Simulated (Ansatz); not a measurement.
`C[Se][Al]([F])[F]` + `N[SiH2]S` → `[NH2][Al]([F])[F]` + `C[Se][SiH2]S`  (redistribution)

Gas-phase electronic energies from Ansatz, PBE0-D4/def2-TZVP geometries. CCSD(T)/CBS is the MP2 limit (def2-TZVPP, def2-QZVPP) plus CCSD(T) − MP2 in def2-TZVPP, frozen cores. Functionals use def2-TZVPP. B3LYP here is the variant with VWN-RPA as its local correlation; programs differ in this. For Se outer-core shells are correlated without core-valence functions, which leaves a few kJ/mol of doubt a bond. Scalar relativity is left out up to krypton. One conformer a species, not always the lowest.

`C[Se][Al]([F])[F]`:

Cartesian coordinates in Å:
```
C 1.364 -0.429 0.195
Se -0.311 -0.759 1.177
Al -1.687 0.471 -0.154
F -3.289 0.598 0.164
F -1.080 1.251 -1.466
H 2.050 0.079 0.868
H 1.185 0.183 -0.686
H 1.768 -1.394 -0.099
```

`N[SiH2]S`:

```xyz
8

N     0.111    0.249    1.404
Si    0.005   -0.436   -0.154
S     0.194    1.059   -1.688
H     0.977    0.220    1.915
H    -0.472    1.018    1.691
H    -1.304   -1.095   -0.392
H     1.101   -1.434   -0.226
H    -0.613    0.420   -2.551
```

`[NH2][Al]([F])[F]`:

```xyz
6

N    -0.225   -0.185    0.917
Al    0.184    0.151   -0.746
F    -0.897    0.876   -1.744
F     1.656   -0.253   -1.345
H    -1.109    0.038    1.341
H     0.392   -0.627    1.577
```

`C[Se][SiH2]S`:

Z-matrix (Å, degrees):
```
C
Se 1 1.957
H 1 1.088 2 109.7
H 1 1.088 2 106.5 3 -118.9
H 1 1.088 2 110.1 3 122.1
Si 2 2.261 1 97.0 3 -52.5
S 6 2.138 2 113.4 1 56.8
H 6 1.484 2 112.4 1 -59.3
H 6 1.483 2 105.0 1 -179.9
H 7 1.344 6 94.4 2 57.6
```

| level | ΔE (kJ/mol) | difference from CCSD(T)/CBS |
| --- | --- | --- |
| PBE-D4 | 0.1 | -1.2 |
| r2SCAN-D4 | 2.0 | 0.7 |
| PBE0-D4 | 1.7 | 0.4 |
| B3LYP-D4 | 1.2 | -0.1 |
| ωB97X-V | 3.5 | 2.2 |
| ωB97M-V | 3.2 | 1.9 |
| B2PLYP | 3.2 | 1.9 |
| PBE | 2.7 | 1.4 |
| r2SCAN | 2.7 | 1.4 |
| PBE0 | 4.2 | 2.9 |
| B3LYP | 5.5 | 4.2 |
| HF/def2-TZVPP | 12.8 | 11.5 |
| MP2/def2-TZVPP | -2.0 | -3.3 |
| SCS-MP2/def2-TZVPP | 0.4 | -0.9 |
| CCSD/def2-TZVPP | 2.5 | 1.2 |
| CCSD(T)/def2-TZVPP | 1.2 | -0.1 |
| HF/def2-QZVPP | 13.3 | 12.0 |
| MP2/def2-QZVPP | -1.8 | -3.1 |
| SCS-MP2/def2-QZVPP | 0.8 | -0.5 |
| HF/CBS(def2) | 13.3 | 12.0 |
| MP2/CBS(def2) | -1.9 | -3.2 |
| CCSD/CBS(def2) | 2.6 | 1.3 |
| CCSD(T)/CBS | 1.3 | 0 |

Largest T1 diagnostic among the species: 0.012.

The D4 term adds −4.3 kJ/mol with B3LYP and −2.5 kJ/mol with PBE0; it sums over pairs of atoms, weighted by their polarisabilities, and B3LYP, whose exchange is more repulsive, gets the larger term. In def2-TZVPP, CCSD(T) changes the Hartree–Fock value by −11.6 kJ/mol (the triples alone add −1.3 kJ/mol) and MP2 by −14.8 kJ/mol.
